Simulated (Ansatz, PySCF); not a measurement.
Noncovalent pair: hydrogen isocyanide (SMILES [C-]#[NH+]) (first 3 atoms) with hydrogen isocyanide (SMILES [C-]#[NH+]); geometry from B3LYP-D3(BJ)/def2-TZVP, rigid monomers moved along the line of their centres of mass till H3···C4 is 2.36 Å.
(charge 0, multiplicity 1):
```json
[
 {"atom": "C", "x (Å)": "-0.2166", "y (Å)": "0.3936", "z (Å)": "-1.1305"},
 {"atom": "N", "x (Å)": "-0.1158", "y (Å)": "0.3302", "z (Å)": "0.0263"},
 {"atom": "H", "x (Å)": "-0.0279", "y (Å)": "0.2747", "z (Å)": "1.0361"},
 {"atom": "C", "x (Å)": "0.1756", "y (Å)": "0.1469", "z (Å)": "3.3851"},
 {"atom": "N", "x (Å)": "0.2758", "y (Å)": "0.0846", "z (Å)": "4.5377"},
 {"atom": "H", "x (Å)": "0.3622", "y (Å)": "0.0309", "z (Å)": "5.5311"}
]
```

Monomers are frozen at their geometry in the pair; levels with a basis set take the counterpoise correction.

Cores are frozen in the correlated methods. CBS(a, b) extrapolates the correlation energy as X⁻³ and adds the Hartree–Fock energy of set b.

Codes used: Ansatz (a quantum-chemistry and plane-wave program); PySCF for the dispersion terms. Each number belongs to the level named beside it.

PBE/def2-TZVPPD gives -294.2 meV for the interaction energy.

Q: Where do these levels fall relative to PBE: PBE-D3(BJ)/def2-TZVPPD, r2SCAN/def2-TZVPPD, B3LYP/def2-TZVPPD, wB97M-V/def2-TZVPPD, MP2/CBS(aug-cc-pVDZ, aug-cc-pVTZ), CCSD(T)/CBS(aug-cc-pVDZ, aug-cc-pVTZ).

A: PBE-D3(BJ)/def2-TZVPPD -21.4; r2SCAN/def2-TZVPPD 16.6; B3LYP/def2-TZVPPD 27.5; wB97M-V/def2-TZVPPD 13.0; MP2/CBS(aug-cc-pVDZ, aug-cc-pVTZ) -21.9; CCSD(T)/CBS(aug-cc-pVDZ, aug-cc-pVTZ) -2.2 meV. 3 of 6 lie above PBE; the widest gap is to B3LYP/def2-TZVPPD.
